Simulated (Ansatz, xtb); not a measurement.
# A geometry optimisation of ClH4NOSi with r2SCAN-D4/def2-SVP

The starting geometry of this gas-phase singlet was built from a drawn formula by distance geometry and a force field; its bonds are those of `[O-][NH2+][SiH2]Cl`.

```xyz
8

Cl    2.2382    2.0402    1.3291
N     0.5344   -0.0172   -0.3239
O    -0.1626   -1.1132   -0.3904
Si    1.1129    0.2669    1.3432
H     1.4233    0.0098   -0.9028
H     0.0280    0.8213   -0.5713
H     2.0721   -0.7760    1.7777
H    -0.0207    0.4915    2.3037
```

**Question.** Predict what becomes of its bonds when it is optimised with r2SCAN-D4/def2-SVP.

**Answer.** It rearranges to `NO[SiH2]Cl`. Distances that change by over a tenth: N2–O3 (1.30 → 1.45 Å). Contacts that open: N2–Si4 (1.79 → 2.53 Å). Contacts that close: O3–Si4 (2.56 → 1.67 Å).

The energy falls by 1.96 eV over 22 steps:

| step | E − E(last) (eV) |
| --- | --- |
| 1 | 1.963 |
| 3 | 1.596 |
| 6 | 0.990 |
| 8 | 0.856 |
| 10 | 0.814 |
| 13 | 0.428 |
| 15 | 0.187 |
| 17 | 0.102 |
| 20 | 0.000 |
| 22 | 0.000 |

Final geometry (Å):

```xyz
8

Cl    2.5748    1.6010    1.5873
N     0.3166    0.4501   -0.7217
O     0.9468   -0.5636    0.1030
Si    1.1697    0.0807    1.6315
H     1.0151    0.6351   -1.4487
H    -0.4248   -0.0707   -1.1991
H     1.7149   -1.0470    2.4265
H    -0.0876    0.6378    2.1864
```

From the same start GFN2-xTB reaches the same bonding as this run.

No frequencies were run, so the end isn't proven a minimum. Run with Ansatz 0.2.0, 48 s on 2 threads of AMD EPYC 7R43 64-Core Processor (Zen 3), on a shared host.
